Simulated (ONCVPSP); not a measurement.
## u(r) = r·R(r): atom against pseudo-atom (Cl)

Columns: radius, all-electron u(r) and pseudo u(r) of the 2p shell (level -219.49 eV) of chlorine in the configuration [He] 2s2 2p6 3s2 3p3; LDA (Perdew-Wang 92), non-relativistic, ONCV scheme, ONCVPSP 4.0.1.

```csv
r (bohr),all-electron,pseudo
0.035,0.1434,0.0664
0.070,0.4292,0.2482
0.105,0.7361,0.5138
0.140,1.0062,0.8145
0.175,1.2186,1.1024
0.210,1.3685,1.3381
0.245,1.4610,1.4990
0.280,1.5049,1.5812
0.315,1.5098,1.5948
0.350,1.4841,1.5568
0.385,1.4356,1.4867
0.420,1.3712,1.4009
0.455,1.2960,1.3100
0.490,1.2145,1.2195
0.525,1.1298,1.1310
0.560,1.0446,1.0447
0.595,0.9608,0.9608
0.630,0.8796,0.8796
0.665,0.8020,0.8020
0.700,0.7288,0.7288
0.735,0.6602,0.6602
0.770,0.5964,0.5964
0.805,0.5375,0.5375
0.840,0.4833,0.4833
0.875,0.4337,0.4337
0.910,0.3886,0.3886
```

Question: How many radial nodes do the two functions have?

Answer: The all-electron 2p function has n − l − 1 = 0; the pseudo-wave has 0.

Question: At about which radius was the pseudo-wave matched?

Answer: 0.60 bohr. The columns agree to 0.0005 from 0.56 bohr on; several derivatives are matched, so the curves merge somewhat inside the radius.

Question: Is the pseudo-wave norm-conserving?

Answer: Yes: the ONCV scheme keeps the norm inside the radius equal to the all-electron one, which fixes the energy derivative of the logarithmic derivative at the level.
